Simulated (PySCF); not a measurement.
Molecular orbitals of TlP

ωB97M-V at R = 2.707 Å; PySCF, spin-free X2C with a Gaussian nucleus, basis sets Tl x2c-TZVPPall, P x2c-TZVPPall. State: triplet, unpaired electrons π ↑↑. Only the outer orbitals are listed, counted within each symmetry.

```
spin  orbital  occ.  ε (eV)  on Tl (%)           main shells (%)
   α      17σ     1  -17.95         17                    83 P s
   α      18σ     1  -12.86         81           80 Tl s, 11 P p
   α      10π     1   -8.31          7                    93 P p
   α      10π     1   -8.31          7                    93 P p
   α      19σ     1   -7.49         33  67 P p, 22 Tl p, 10 Tl s
   α      11π     0    0.00         95                   95 Tl p
   α      11π     0    0.00         95                   95 Tl p
   α      20σ     0    1.66         95           98 Tl p, 13 P p
   β      17σ     1  -16.15         21           78 P s, 15 Tl s
   β      18σ     1  -12.58         77    76 Tl s, 14 P s, 9 P p
   β      19σ     1   -6.90         35           64 P p, 28 Tl p
   β      10π     0   -1.10         56           55 Tl p, 43 P p
   β      10π     0   -1.10         56           55 Tl p, 43 P p
   β      11π     0    0.69         47           53 P p, 46 Tl p
```

Q: Which are the highest filled and the lowest empty level, where do they sit, and how wide is the gap?

A: Highest filled β 19σ at -6.90 eV (in %: 64 P p, 28 Tl p); lowest empty β 10π at -1.10 eV (in %: 55 Tl p, 43 P p); the gap at ωB97M-V is 5.80 eV.

```json
{
 "bond order (Mayer)": "1.05",
 "⟨S²⟩": "2.007",
 "charge on Tl (Mulliken, basis-dependent)": "0.30",
 "charge on Tl (Löwdin, basis-dependent)": "0.10",
 "dipole moment (positive dipole means Tl(−)P(+))": "-2.83 D"
}
```

These are scalar-relativistic numbers at best; spin–orbit coupling would shift them, the dissociation energy most. The state is the lowest determinant that a PBE0 search found; another state may lie lower at other levels.
